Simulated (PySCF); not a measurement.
Input file for PySCF: R-M06-2X/def2-TZVPP on CH3FGe (SMILES [CH3][Ge][F]), a point of a torsion scan.

```python
from pyscf import gto, dft

mol = gto.M(
    atom='''
    C    -0.59824475   -0.02267878   -0.00780875
    Ge    1.26809177   -0.84088939   -0.03972553
    F     0.66775746   -2.56250726   -0.03147762
    H    -0.84912359    0.28783716    1.00828467
    H    -1.34725520   -0.74026799   -0.33823454
    H    -0.65627287    0.86342217   -0.64101893
    ''',
    basis='def2-tzvpp',
    charge=0, spin=0, verbose=4, max_memory=1800)
mf = dft.RKS(mol, xc='m062x').density_fit(auxbasis='def2-universal-jkfit')
mf.grids.level = 4
mf.conv_tol = 1e-9
mf.max_cycle = 150
mf.kernel()
mf.dip_moment()
```

**Question.** Give the final energy of this run.

**Answer.** -2216.7883 hartree.
